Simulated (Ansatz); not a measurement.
Reaction (atomization): `C[O][Al]([OH])[O]C` → Al• + 2 C• + 7 H• + 3 O•

Gas-phase electronic energies from Ansatz, PBE0-D4/def2-TZVP geometries. CCSD(T)/CBS is the MP2 limit (def2-TZVPP, def2-QZVPP) plus CCSD(T) − MP2 in def2-TZVPP, frozen cores. This one scheme is used for every species, atoms too. For atomizations the MP2-based limit and the directly extrapolated one differ by several kJ/mol either way, and by 10 to 25 for some Ge, Se and Sn compounds, so smaller differences from it don't rank the levels. Functionals use def2-TZVPP. HSE06 is defined as in plane-wave codes. Open shells (•) are unrestricted, without spin–orbit coupling. Spin–orbit coupling would lower the free atoms: a little for Al, C, O. One conformer a species, not always the lowest.

`C[O][Al]([OH])[O]C`:

```xyz
13

C     0.224   -0.659    1.983
O    -0.570    0.311    1.372
Al   -0.865    0.910   -0.170
O    -2.021    2.124   -0.360
O    -0.088    0.387   -1.556
C     0.912   -0.499   -1.948
H     0.987   -0.188    2.613
H     0.737   -1.306    1.260
H    -0.392   -1.299    2.624
H    -2.504    2.461    0.392
H     1.437   -0.953   -1.098
H     1.655    0.021   -2.561
H     0.488   -1.309   -2.552
```

```csv
level,ΔE (eV)
BLYP-D4,53.05
r2SCANh-D4,52.81
HSE06-D4,52.80
B2PLYP,52.62
BLYP,52.56
r2SCAN,53.17
CCSD/def2-TZVPP,51.10
CCSD(T)/def2-TZVPP,51.85
```

(1) What does CCSD(T)/CBS give? (An estimate is asked.)

Largest T1 diagnostic among the species: 0.018.

Results:

(1) The calculation gave: +53.30 eV. The listed levels differ from it by -0.25, -0.49, -0.50, -0.68, -0.74, -0.13, -2.20, -1.45 eV.

The D4 term adds +0.37 eV with B3LYP and +0.20 eV with PBE0; it sums over pairs of atoms, weighted by their polarisabilities, and B3LYP, whose exchange is more repulsive, gets the larger term. At CCSD(T), def2-SVP lies −3.18 eV from the extrapolated value and def2-TZVPP −1.45 eV: correlation converges slowly with the basis, and small sets miss more of it in the bonded molecule than in its fragments. From PBE to PBE0 (25 % exact exchange), in def2-TZVPP and without D4, ΔE moves by −1.12 eV: exact exchange takes away binding that semilocal exchange gives to molecules.

B3LYP here is the variant with VWN-RPA as its local correlation; programs differ in this.
